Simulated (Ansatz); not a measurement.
Isolated molecules relaxed with PBE0-D4/def2-TZVP in Ansatz; ΔE leaves out vibrations. CCSD(T)/CBS is the MP2 limit (def2-TZVPP, def2-QZVPP) plus CCSD(T) − MP2 in def2-TZVPP, frozen cores. Functionals use def2-TZVPP. B3LYP here is the variant with VWN-RPA as its local correlation; programs differ in this. Elements past krypton have def2 core potentials. For Te outer-core shells are correlated without core-valence functions, which leaves a few kJ/mol of doubt a bond. One conformer a species, not always the lowest.

Consider the ligand exchange at the Si–Te bond: `O=C[Te][SiH3]` + `[CH3][Al]([F])[SH]` → `[CH3][Al]([F])[S][SiH3]` + `O=C[TeH]`.

`O=C[Te][SiH3]`:

```xyz
8

O     0.533   -0.485   -2.998
C     0.235   -0.332   -1.861
Te    1.598    0.428   -0.366
Si   -0.129    0.270    1.423
H    -0.766   -0.559   -1.444
H    -1.339   -0.266    0.739
H    -0.426    1.601    2.006
H     0.294   -0.657    2.501
```

`[CH3][Al]([F])[SH]`:

```xyz
8

C     0.263   -0.608    0.959
Al   -0.703    0.115   -0.553
F    -2.264   -0.340   -0.831
S     0.083    1.536   -2.002
H     1.292   -0.245    1.011
H    -0.238   -0.342    1.894
H     0.288   -1.700    0.911
H     1.279    1.584   -1.389
```

`[CH3][Al]([F])[S][SiH3]`:

```xyz
11

C    -1.735    0.168    0.236
Al   -0.568   -1.365    0.400
F    -1.203   -2.822    0.838
S     1.582   -1.406    0.063
Si    1.900    0.644   -0.449
H    -2.204    0.388    1.200
H    -2.542   -0.049   -0.469
H    -1.221    1.070   -0.102
H     1.143    1.026   -1.670
H     3.352    0.793   -0.704
H     1.496    1.552    0.656
```

`O=C[TeH]`:

Cartesian coordinates in Å:
```
O -0.181 1.085 -1.502
C -0.281 0.452 -0.502
Te 1.307 -0.740 0.310
H -1.202 0.414 0.110
H 0.356 -1.212 1.584
```

```csv
level,ΔE (kJ/mol),difference from CCSD(T)/CBS
PBE-D4,2.3,2.0
r2SCAN-D4,-1.9,-2.2
PBE0-D4,0.0,-0.3
B3LYP-D4,-1.9,-2.2
ωB97X-V,-4.6,-4.9
ωB97M-V,-4.3,-4.6
B2PLYP,-0.3,-0.6
PBE,3.9,3.6
r2SCAN,-1.3,-1.6
PBE0,1.4,1.1
B3LYP,0.5,0.2
HF/def2-TZVPP,-7.0,-7.3
MP2/def2-TZVPP,-0.6,-0.9
SCS-MP2/def2-TZVPP,-3.1,-3.4
CCSD/def2-TZVPP,-4.0,-4.3
CCSD(T)/def2-TZVPP,-2.8,-3.1
HF/def2-QZVPP,-6.9,-7.2
MP2/def2-QZVPP,1.2,0.9
SCS-MP2/def2-QZVPP,-1.5,-1.8
HF/CBS(def2),-6.9,-7.2
MP2/CBS(def2),2.5,2.2
CCSD/CBS(def2),-0.8,-1.1
CCSD(T)/CBS,0.3,0
```

Largest T1 diagnostic among the species: 0.016.

In def2-TZVPP, CCSD(T) changes the Hartree–Fock value by +4.2 kJ/mol (the triples alone add +1.1 kJ/mol) and MP2 by +6.3 kJ/mol.
